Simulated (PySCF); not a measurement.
Al(Cl)2(Et) (C2H5AlCl2), SMILES C[CH2][Al]([Cl])[Cl].

The structure is a stationary point at ωB97X-D3(BJ)/def2-SVP. The structure was generated by enumeration; whether it is a known compound was not checked. Other conformers were not sampled.

Computed with TDDFT-PBE/def2-SVPD (PySCF 2.14.0).

Vertical excitations. Gas-phase values at a fixed geometry.

```
state  energy (eV)  λ (nm)      f                                              main pairs
-----  -----------  ------  -----  ------------------------------------------------------
S1            5.54     224  0.004                                          HOMO→LUMO 99 %
S2            5.90     210  0.115                                        HOMO→LUMO+1 96 %
S3            6.05     205  0.000                                       HOMO−1→LUMO 100 %
S4            6.28     198  0.013                                      HOMO−1→LUMO+1 95 %
S5            6.52     190  0.000                                     HOMO−2→LUMO+1 100 %
S6            6.65     186  0.002                                        HOMO−3→LUMO 96 %
S7            6.66     186  0.059                                        HOMO−2→LUMO 85 %
S8            6.86     181  0.007                                      HOMO−3→LUMO+1 99 %
S9            6.94     179  0.041  HOMO−4→LUMO 53 %, HOMO−5→LUMO 21 %, HOMO−4→LUMO+1 20 %
S10           6.94     179  0.045                    HOMO−4→LUMO+1 76 %, HOMO−4→LUMO 13 %
T1            5.15     241      0                                          HOMO→LUMO 99 %
T2            5.35     232      0                                        HOMO→LUMO+1 99 %
T3            5.94     209      0                                       HOMO−1→LUMO 100 %
T4            6.07     204      0                                        HOMO−2→LUMO 91 %
```
Triplets are in the Tamm–Dancoff approximation, which puts them higher than full response would, so one can lie above its singlet here.
